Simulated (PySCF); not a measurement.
Compound: C2H6Br2Te.
Atom-mapped SMILES: `[CH3:1][Te:2]([CH3:3])([Br:4])[Br:5]` (hydrogens: H6, H7, H8 on C1; H9, H10, H11 on C3)

Level of theory: PBE0-D3(BJ)/def2-SVP geometry optimisation, gas phase, def2 core potentials past Kr in PySCF.

Q: List the bond lengths and angles at this level.

A: 
| bond | length (bohr) |
| --- | --- |
| C1–Te2 | 4.039 |
| Te2–C3 | 4.036 |
| Te2–Br4, Te2–Br5 | 5.047 |
| C1–H6, C1–H7, C1–H8 | 2.072 |
| C3–H9, C3–H10, C3–H11 | 2.072 |

Bonds in one row agree within 0.02 bohr and their mean is given. A selection of angles:
| angle | degrees |
| --- | --- |
| Te2–C1–H6 | 107.1 |
| H6–C1–H7 | 113.4 |
| H6–C1–H8 | 110.2 |
| H7–C1–H8 | 111.5 |
| C1–Te2–C3 | 97.0 |
| C1–Te2–Br4 | 87.0 |
| C1–Te2–Br5 | 89.2 |
| C3–Te2–Br4 | 89.7 |
| C3–Te2–Br5 | 86.4 |
| Br4–Te2–Br5 | 174.2 |
| Te2–C3–H9 | 107.2 |
| H9–C3–H10 | 113.0 |
| H9–C3–H11 | 110.0 |
| H10–C3–H11 | 112.1 |

Te2 (tellurium bonded to 2 Br and 2 C) is seesaw-shaped (angles from 86.4° to 174.2°).

Point group: near C2, missed by 0.24 Å at most; the miss may be what the optimiser left on a soft mode. Whether it is a minimum is left open (no frequencies).

The run took 2.5 min wall on an Intel Xeon at 2.50 GHz with one thread, shared host with 64 logical CPUs at a one-minute load of 60, and the process peaked at 0.69 GiB of memory. That covers the optimisation of the geometry.
